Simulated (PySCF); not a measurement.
Compound: C5H10FN.
Cartesian coordinates in Å at the GFN2-xTB level; atoms count from 1:
```xyz
17
C5H10FN angstrom
C      2.7786    0.4538   -0.0003
C      1.5129   -0.2442   -0.3454
N      0.6410   -0.4870    0.5224
C     -0.5757   -1.1551    0.1663
C     -1.7769   -0.3123    0.6062
C     -1.8830    0.9772   -0.1935
F     -2.1596    0.7066   -1.5145
H      3.6285   -0.1874   -0.2315
H      2.8753    1.3595   -0.5980
H      2.7910    0.7071    1.0557
H      1.3957   -0.5322   -1.4030
H     -0.5951   -2.1040    0.7117
H     -0.6429   -1.3669   -0.9135
H     -2.6915   -0.8921    0.4745
H     -1.6655   -0.0525    1.6586
H     -0.9400    1.5328   -0.1761
H     -2.6997    1.6085    0.1707
```

Computed with wB97X-D/def2-SVPD in PySCF (dipole) on a GFN2-xTB geometry, gas phase.

Masses are those of the commonest isotopes; rigid-rotor values at the optimised geometry. The values belong to one conformer with, in the numbering `[CH3:1]/[CH:2]=[N:3]/[CH2:4][CH2:5][CH2:6][F:7]`, C2–N3–C4–C5 -125°, N3–C4–C5–C6 68°, C4–C5–C6–F7 66°.

(1) What are A, B and C (MHz)?

(2) What kind of rotor is it?

(3) Is it planar, by Δ = Ic − Ia − Ib?

(4) List the rotational levels J(Ka,Kc) to J = 5 (cm⁻¹).

(5) Which lines would a microwave search look for?

(6) Estimate the classical rotational partition function at 25 K, 100 K and 298.15 K.

Answers

(1) Ia = 109.61, Ib = 378.83, Ic = 429.38 u·Å²; 505379 MHz·u·Å²/I gives A = 4611, B = 1334, C = 1177 MHz.

(2) A near-prolate asymmetric top; Ray's κ = -0.909.

(3) Not planar: Δ = Ic − Ia − Ib = -59.06 u·Å². For a rigid frame Δ = −2 Σ m c², so Σ m c² = 29.53 u·Å² lies off the ab plane: 11.50 from hydrogen and 18.03 from heavier atoms. The atom farthest from that plane is 1.48 Å away.

(4) Above 0(0,0):
J = 1: 1(0,1) 0.0838, 1(1,1) 0.1931, 1(1,0) 0.1983
J = 2: 2(0,2) 0.2511, 2(1,2) 0.3553, 2(1,1) 0.3710, 2(2,1) 0.6989, 2(2,0) 0.6991
J = 3: 3(0,3) 0.5016, 3(1,3) 0.5986, 3(1,2) 0.6301, 3(2,2) 0.9502, 3(2,1) 0.9511, 3(3,1) 1.5099, 3(3,0) 1.5099
J = 4: 4(0,4) 0.8349, 4(1,4) 0.9228, 4(1,3) 0.9752, 4(2,3) 1.2851, 4(2,2) 1.2878, 4(3,2) 1.8453, 4(3,1) 1.8453, 4(4,1) 2.6283, 4(4,0) 2.6283
J = 5: 5(0,5) 1.2500, 5(1,5) 1.3278, 5(1,4) 1.4063, 5(2,4) 1.7035, 5(2,3) 1.7098, 5(3,3) 2.2646, 5(3,2) 2.2648, 5(4,2) 3.0475, 5(4,1) 3.0475, 5(5,1) 4.0543, 5(5,0) 4.0543

(5) The dipole components are |μa| = 0.89 D, |μb| = 0.11 D, |μc| = 0.19 D. The squared components, which scale the intensities, stand as 1.00 : 0.02 : 0.05 (a : b : c). Some lines, for components of 0.1 D or more:

```csv
type,branch,"J(Ka,Kc)",MHz,lower level (cm⁻¹)
c,Q,"1(1,1) ← 1(0,1)",3276,0.084
b,Q,"3(1,2) ← 3(0,3)",3850,0.502
b,R,"3(0,3) ← 2(1,2)",4386,0.355
a,R,"2(1,2) ← 1(1,1)",4865,0.193
a,R,"3(0,3) ← 2(0,2)",7511,0.251
a,R,"3(2,2) ← 2(2,1)",7533,0.699
a,R,"3(1,2) ← 2(1,1)",7765,0.371
c,R,"2(1,1) ← 1(0,1)",8613,0.084
b,Q,"3(2,1) ← 3(1,2)",9625,0.630
b,Q,"2(2,1) ← 2(1,2)",10301,0.355
c,Q,"3(3,1) ← 3(2,1)",16751,0.951
b,R,"3(2,1) ← 2(1,2)",17861,0.355
```

(6) Point group C1, symmetry number σ = 1; q = (√π/σ)·√((kT/h)³/(ABC)), k/h = 20836.6 MHz/K: 7830 at 25 K, 62700 at 100 K, 323000 at 298.15 K.

GFN2-xTB frequencies: not computed here. Zero-point vibration and centrifugal distortion are left out. A rigid rotor knows nothing of internal rotation, which can split or shift real lines. Quadrupole hyperfine structure (14N) is left out.

Time: 44 s. Hardware: one thread of an x86-64 server, no GPU (shared host). This is the wB97X-D/def2-SVPD job that gave the dipole, with the excitations it also computed.
